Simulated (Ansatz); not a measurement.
The first iterations of a band of CH2O2Se (6 atoms, charge 0, multiplicity 1).

Level of theory: RHF/def2-SVP in Ansatz 0.2.0.

```json
{"movable images": "9", "climbing image": "yes", "spring": "5.0 eV/Å²", "optimiser": "quadratic models (default)", "start path": "through a guess of the saddle point", "force threshold": "0.03 eV/Å", "iteration limit": "60", "end points": "relaxed"}
```

First end point:

```xyz
6
Properties=species:S:1:pos:R:3
O -0.343 -0.709 1.069
C 0.103 -0.154 0.136
O 1.330 -0.321 -0.319
Se -0.825 1.121 -0.951
H 1.778 -0.956 0.230
H -2.042 1.019 -0.166
```

Last end point:

```xyz
6
Properties=species:S:1:pos:R:3
O -0.604 -0.735 1.243
C 0.055 -0.323 0.373
O 1.304 -0.704 0.173
Se -0.580 0.985 -0.913
H 1.717 -0.289 -0.570
H -1.893 1.066 -0.305
```

| iteration | highest image above the first end (eV) | largest band force component (eV/Å) |
| --- | --- | --- |
| 1 | 2.154 | 21.708 |
| 2 | 0.524 | 1.365 |
| 3 | 0.937 | 3.988 |
| 4 | 0.512 | 0.894 |
| 5 | 0.483 | 0.654 |

Question: Does the band converge within its limit, and where does its top end?

Answer: The run converged. It ended after 16 iterations with the highest image 0.483 eV above the first end. A vibrational analysis at the climbing image gives one clearly imaginary mode, 510i cm⁻¹: a first-order saddle point.

Run time: 3.5 min on 1 thread of Arm Neoverse V1, with other jobs on the host, peak memory 0.16 GiB.
